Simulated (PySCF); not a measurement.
PySCF input file for hydroxymethyl(methoxy)borinic acid (C2H7BO3), SMILES COB(O)CO, B3LYP-D3(BJ)/def2-SVP. Geometry optimised at B3LYP-D3(BJ)/def2-SVP. The values are those of a single conformer.

```python
import numpy as np
from pyscf import gto, scf, dft, df
from pyscf.hessian import thermo

mol = gto.M(
    atom='''
    C     2.47571588   -0.12477227   -0.24813259
    O     1.26963496    0.60796058   -0.13768061
    B     0.06390002    0.01209817    0.02925671
    O    -0.08028932   -1.34053592    0.06910049
    C    -1.24658214    0.89826456    0.20735689
    O    -2.41968438    0.06094304    0.16776470
    H     2.30124536   -1.21106422   -0.21478677
    H     3.15040631    0.15564279    0.57728803
    H     2.97113415    0.13110443   -1.19885976
    H    -1.02595898   -1.51863082    0.21767398
    H    -1.23169345    1.38500247    1.19923686
    H    -1.30522836    1.72448780   -0.52499277
    H    -2.71149752    0.00507117   -0.75066552
    ''',
    basis='def2-SVP',
    charge=0,
    spin=0,
    max_memory=1600,
    verbose=3,
)
mf = dft.RKS(mol, xc='b3lyp').density_fit(auxbasis='def2-universal-jkfit')
mf.disp = 'd3bj'
mf.grids.level = 3
mf.conv_tol = 1e-11
mf.max_cycle = 100
mf.kernel()

# [left out here: the lines that compute and print the analytic Hessian (its translational invariance restored by hand, since the grid's response is missing), thermochemistry and intensities]
```

Program output:

```
converged SCF energy = -330.809840655336

WARN: DFTD3 does not support analytical Hessian, using finite difference


WARN: Mole.unit (angstrom) is changed to Bohr

Mode                                 0                   1                   2
Irrep
Freq [cm^-1]                      -23.3502             84.3507            146.6538
Reduced mass [au]                   1.0561              2.7244              2.8339
Force const [Dyne/A]               -0.0003              0.0114              0.0359
Char temp [K]                     -33.5957            121.3618            211.0022
Normal mode                   x     y     z       x     y     z       x     y     z
       0   C                -0.00 -0.00 -0.01    0.01 -0.00  0.09   -0.02 -0.03 -0.11
       1   O                -0.00 -0.00 -0.03    0.01  0.00 -0.00    0.03  0.01  0.15
       2   B                 0.00  0.00  0.01   -0.00  0.00 -0.07    0.01  0.02  0.06
       3   O                 0.00  0.00  0.04   -0.02  0.01 -0.09   -0.02  0.03  0.02
       4   C                -0.00  0.00 -0.01   -0.00  0.01 -0.09   -0.01  0.02 -0.07
       5   O                 0.00 -0.00  0.00    0.02 -0.03  0.13    0.03 -0.05 -0.01
       6   H                -0.06 -0.01 -0.55    0.01 -0.00  0.09   -0.06 -0.02 -0.19
       7   H                -0.22 -0.42  0.31   -0.04  0.00  0.14    0.12 -0.14 -0.19
       8   H                 0.27  0.42  0.25    0.08 -0.02  0.12   -0.16  0.05 -0.16
       9   H                 0.00  0.00  0.04   -0.02  0.03 -0.09   -0.04  0.06 -0.06
      10   H                -0.00  0.02 -0.02    0.08  0.19 -0.18   -0.07  0.18 -0.15
      11   H                -0.00 -0.01 -0.03   -0.07 -0.12 -0.24   -0.01 -0.11 -0.21
      12   H                 0.00 -0.02  0.00   -0.24  0.06  0.21   -0.12  0.07  0.03
Mode                                 3                   4                   5
Irrep
Freq [cm^-1]                      189.4375            252.7327            282.2684
Reduced mass [au]                   3.9345              1.5648              2.1837
Force const [Dyne/A]                0.0832              0.0589              0.1025
Char temp [K]                     272.5584            363.6261            406.1214
Normal mode                   x     y     z       x     y     z       x     y     z
       0   C                -0.04 -0.11  0.03   -0.04 -0.05 -0.00   -0.08 -0.06  0.01
       1   O                 0.03  0.04 -0.05    0.00  0.02  0.04   -0.02  0.05 -0.01
       2   B                 0.01  0.09 -0.01   -0.00  0.02 -0.01    0.00  0.00 -0.00
       3   O                -0.01  0.10 -0.00    0.08  0.00 -0.05    0.15 -0.02  0.01
       4   C                -0.03  0.02  0.05   -0.02 -0.00 -0.04   -0.01 -0.02  0.00
       5   O                 0.06 -0.11 -0.02   -0.06  0.06  0.04   -0.04  0.03 -0.01
       6   H                -0.18 -0.08  0.07   -0.11 -0.04 -0.02   -0.18 -0.04  0.03
       7   H                -0.05 -0.15  0.05   -0.01 -0.11 -0.01   -0.05 -0.11  0.01
       8   H                 0.02 -0.21  0.04   -0.05 -0.06 -0.01   -0.05 -0.12  0.00
       9   H                -0.02  0.14 -0.00    0.13 -0.10  0.11    0.17 -0.16 -0.09
      10   H                -0.09 -0.06  0.09   -0.01  0.02 -0.05    0.03 -0.01 -0.00
      11   H                -0.13  0.07  0.11   -0.03 -0.01 -0.05    0.04 -0.02  0.00
      12   H                 0.06 -0.07 -0.02    0.40 -0.61 -0.06   -0.33  0.43  0.06
Mode                                 6                   7                   8
Irrep
Freq [cm^-1]                      395.5636            467.0206            572.5700
Reduced mass [au]                   4.7752              2.5491              4.4544
Force const [Dyne/A]                0.4402              0.3276              0.8604
Char temp [K]                     569.1280            671.9387            823.8008
Normal mode                   x     y     z       x     y     z       x     y     z
       0   C                 0.12 -0.02 -0.02   -0.03  0.01 -0.00   -0.00 -0.00  0.00
       1   O                 0.09 -0.05  0.01   -0.00  0.04  0.07    0.05  0.13 -0.03
       2   B                 0.02  0.04 -0.04   -0.01 -0.02 -0.19    0.10 -0.03  0.05
       3   O                 0.02  0.05  0.02   -0.02 -0.01  0.06   -0.07 -0.02 -0.00
       4   C                -0.10 -0.02 -0.00    0.04 -0.03 -0.06    0.05 -0.13 -0.00
       5   O                -0.13  0.00  0.01    0.03  0.00  0.02   -0.07  0.02  0.00
       6   H                 0.16 -0.03 -0.03   -0.07  0.01 -0.03   -0.16  0.02  0.02
       7   H                 0.12 -0.01 -0.02    0.01 -0.05 -0.02    0.02 -0.09  0.01
       8   H                 0.10  0.01 -0.02   -0.07  0.02 -0.02    0.04 -0.10 -0.00
       9   H                 0.02  0.03 -0.01   -0.04  0.06  0.04   -0.13  0.20 -0.03
      10   H                -0.06 -0.12  0.05    0.27 -0.35  0.10    0.03 -0.04 -0.04
      11   H                -0.17  0.06  0.10   -0.11  0.21  0.23    0.15 -0.18 -0.06
[...]
Char temp [K]                    2126.7809           2219.5549           4342.1620
Normal mode                   x     y     z       x     y     z       x     y     z
       0   C                 0.00 -0.01  0.05    0.03 -0.02 -0.00    0.00 -0.00 -0.00
       1   O                 0.00 -0.00  0.01    0.10  0.03 -0.01   -0.00 -0.00  0.00
       2   B                -0.00 -0.00  0.00   -0.16 -0.12  0.02    0.00 -0.00 -0.00
       3   O                 0.00  0.00  0.00    0.02  0.04 -0.00    0.00 -0.00 -0.00
       4   C                 0.00 -0.00 -0.00    0.03 -0.00 -0.00   -0.01  0.07 -0.00
       5   O                 0.00 -0.00  0.00    0.00  0.00  0.00    0.00  0.00  0.00
       6   H                -0.13 -0.00 -0.69   -0.22  0.02  0.03    0.01  0.03 -0.00
       7   H                -0.06  0.51 -0.10   -0.25  0.18  0.15   -0.02 -0.01 -0.03
       8   H                 0.14 -0.42 -0.01   -0.27  0.18 -0.11   -0.02 -0.01  0.03
       9   H                -0.00  0.00  0.00   -0.02  0.15  0.00   -0.00 -0.01  0.00
      10   H                 0.00  0.00 -0.00   -0.06  0.02 -0.02   -0.01 -0.24 -0.52
      11   H                -0.00  0.00  0.00   -0.09  0.02  0.04    0.05 -0.57  0.53
      12   H                 0.00 -0.00 -0.00    0.01 -0.00 -0.00    0.00 -0.00  0.00
Mode                                27                  28                  29
Irrep
Freq [cm^-1]                     3022.4170           3064.2858           3100.8413
Reduced mass [au]                   1.0314              1.1033              1.1071
Force const [Dyne/A]                5.5512              6.1038              6.2721
Char temp [K]                    4348.5852           4408.8250           4461.4203
Normal mode                   x     y     z       x     y     z       x     y     z
       0   C                -0.04  0.01  0.00   -0.00  0.00 -0.00   -0.01 -0.00 -0.09
       1   O                -0.00  0.00  0.00    0.00  0.00 -0.00    0.00  0.00  0.00
       2   B                 0.00  0.00 -0.00   -0.00 -0.00  0.00   -0.00 -0.00 -0.00
       3   O                 0.00 -0.00  0.00    0.00  0.00  0.00    0.00  0.00  0.00
       4   C                -0.00  0.00 -0.00    0.00 -0.01  0.09   -0.00  0.00 -0.00
       5   O                -0.00  0.00  0.00    0.00  0.00 -0.00   -0.00  0.00  0.00
       6   H                -0.09 -0.50  0.02   -0.00 -0.00  0.00    0.00  0.02 -0.02
       7   H                 0.36  0.16  0.46    0.00  0.00  0.00    0.41  0.19  0.50
       8   H                 0.25  0.14 -0.51   -0.00 -0.00  0.00   -0.29 -0.17  0.57
       9   H                -0.00 -0.00  0.00   -0.00  0.00  0.00   -0.00  0.00 -0.00
      10   H                -0.00 -0.01 -0.03    0.01 -0.34 -0.69   -0.00  0.00  0.00
      11   H                 0.00 -0.04  0.04   -0.05  0.42 -0.37    0.00 -0.00  0.00
      12   H                 0.00 -0.00 -0.00   -0.01  0.00  0.01    0.00 -0.00  0.00
Mode                                30                  31                  32
Irrep
Freq [cm^-1]                     3123.3454           3713.5547           3829.2411
Reduced mass [au]                   1.1074              1.0647              1.0672
Force const [Dyne/A]                6.3648              8.6511              9.2199
Char temp [K]                    4493.7986           5342.9784           5509.4254
Normal mode                   x     y     z       x     y     z       x     y     z
       0   C                 0.04  0.08 -0.01    0.00  0.00 -0.00    0.00 -0.00 -0.00
       1   O                -0.00 -0.00  0.00   -0.00 -0.00  0.00   -0.00  0.00  0.00
       2   B                -0.00  0.00 -0.00    0.00  0.00 -0.00    0.00 -0.00  0.00
       3   O                 0.00 -0.00 -0.00    0.06  0.01 -0.01   -0.00 -0.00  0.00
       4   C                 0.00  0.00 -0.00   -0.00 -0.00 -0.00   -0.00 -0.00  0.00
       5   O                -0.00 -0.00 -0.00    0.00  0.00  0.00    0.02  0.00  0.06
       6   H                -0.14 -0.80  0.03   -0.00 -0.00 -0.00   -0.00  0.00 -0.00
       7   H                -0.19 -0.08 -0.25   -0.00 -0.00 -0.00   -0.00 -0.00 -0.00
       8   H                -0.15 -0.08  0.32   -0.00 -0.00  0.00   -0.00 -0.00  0.00
       9   H                 0.00 -0.00 -0.00   -0.93 -0.23  0.15    0.03  0.00 -0.00
      10   H                 0.00  0.00  0.00    0.00  0.00  0.00    0.00 -0.00 -0.01
      11   H                 0.00 -0.00  0.00    0.00  0.00 -0.00   -0.00  0.00 -0.01
      12   H                -0.00  0.00  0.00   -0.01 -0.00 -0.03   -0.30 -0.06 -0.92
temperature 298.1500 [K]
pressure 101325.00 [Pa]
Rotational constants [GHz] 8.81566 1.98533 1.66791
Symmetry number 1
Zero-point energy (ZPE) 0.10419 [Eh]   273537.753 [J/mol]
                           tot       elec      trans        rot        vib
Entropy [J/mol/K]       341.128      0.000    164.850    112.136     64.142
Cv [J/mol/K]             98.134      0.000     12.472     12.472     73.190
Cp [J/mol/K]            106.448      0.000     20.786     12.472     73.190
Internal energy [J/mol]                      3718.434   3718.434 284299.527
Internal energy [Eh]   -330.69872  -330.80984
Enthalpy [J/mol]                             6197.391   3718.434 284299.527
Enthalpy [Eh]          -330.69778
Gibbs free energy [J/mol]                  -42952.669 -29714.959 265175.644
Gibbs free energy [Eh] -330.73652
static polarisability / bohr^3: [[52.34   0.605 -0.415]
 [ 0.604 41.18   0.174]
 [-0.415  0.177 35.983]]
largest difference of analytic and finite-field dipole derivatives / e: 0.0012861406084445637
mode   freq/cm-1   IR/(km/mol)   Raman/(A^4/amu)   depolarisation
   1      -23.35         0.017             0.069            0.747
   2       84.35        12.530             0.689            0.734
   3      146.65        22.429             0.103            0.507
   4      189.44         6.985             0.668            0.687
   5      252.73       103.244             1.078            0.743
   6      282.27        23.045             0.707            0.615
   7      395.56         1.247             3.227            0.361
   8      467.02         7.704             0.815            0.587
   9      572.57         7.148             0.807            0.720
  10      739.91        58.043             1.842            0.746
  11      793.36         1.689             7.185            0.081
  12      875.54        44.124             0.141            0.240
  13      986.54       107.669             0.117            0.491
  14     1051.98        50.825             5.573            0.442
  15     1113.90         7.130             2.967            0.533
  16     1131.48       104.472             6.450            0.736
  17     1183.90         0.674             2.221            0.749
  18     1203.94         7.923             4.467            0.726
  19     1281.72       109.676             2.334            0.742
  20     1354.41        23.861             8.348            0.750
  21     1384.21       241.258             0.541            0.681
  22     1433.08       197.669             5.331            0.532
  23     1439.14         5.998            15.570            0.690
  24     1475.75         0.941            22.318            0.715
  25     1478.19         3.070            17.889            0.750
  26     1542.67       264.362             1.356            0.694
  27     3017.95        28.504           134.753            0.071
  28     3022.42        60.212           134.876            0.021
  29     3064.29        20.700            83.154            0.697
  30     3100.84        31.780            98.819            0.750
  31     3123.35        16.426            51.697            0.740
  32     3713.55       149.735            64.535            0.139
  33     3829.24        36.721            68.017            0.294
max |gradient| / (hartree/bohr): 6.293941222166182e-05
APT charges: [ 0.528  -0.93    1.1226 -0.7728  0.1963 -0.6071 -0.0101 -0.0436 -0.0435
  0.3585 -0.0132 -0.034   0.2489]
```

Self-consistency was reached. The end point has an imaginary mode, so it is no minimum.

Cost: around 5 core-minutes (rough).
